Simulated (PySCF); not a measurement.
(2R)-1-silyloxypropan-2-ol (C₃H₁₀O₂Si), SMILES C[C@@H](O)CO[SiH3]. Atoms are numbered in the order given.

```xyz
16

C     -2.2744     0.5646     0.3240
C     -1.5196    -0.4987    -0.4729
O     -1.2766    -0.0809    -1.8012
C     -0.1963    -0.8863     0.1848
O      0.6643     0.2432     0.1195
Si     2.2159     0.2832     0.7386
H     -3.1831     0.8614    -0.2195
H     -2.5643     0.1919     1.3199
H     -1.6422     1.4558     0.4617
H     -2.1378    -1.4107    -0.5423
H     -0.5642     0.5740    -1.7418
H      0.2500    -1.7339    -0.3672
H     -0.3569    -1.1994     1.2340
H      2.1994     0.0360     2.2118
H      3.0715    -0.7568     0.0925
H      2.7448     1.6400     0.4484
```
Charge 0, spin multiplicity 1.

The structure is a stationary point at B3LYP-D3(BJ)/def2-SVP. Other conformers were not sampled.

Method: HF/pcSseg-1 in PySCF.

GIAO shieldings, no solvent; atoms listed in one row are averaged. δ = σ(ref) − σ: ¹³C against TMS (σ = 192.6 ppm); ¹⁷O against H2O (σ = 333.0 ppm); ²⁹Si against TMS (σ = 393.8 ppm); ¹H against TMS (σ = 31.99 ppm), references at their B3LYP-D3(BJ)/def2-TZVP geometries, non-relativistic.

Computed chemical shifts:
```csv
nucleus,atoms,count,δ (ppm)
¹³C,C4,1,66.8
¹³C,C2,1,62.5
¹³C,C1,1,22.9
¹⁷O,O3,1,29.2
¹⁷O,O5,1,-20.7
²⁹Si,Si6,1,-34.6
¹H,"H14, H15, H16",3,4.62
¹H,H12,1,3.86
¹H,H10,1,3.44
¹H,H13,1,3.31
¹H,H11,1,2.35
¹H,"H7, H8, H9",3,1.60
```
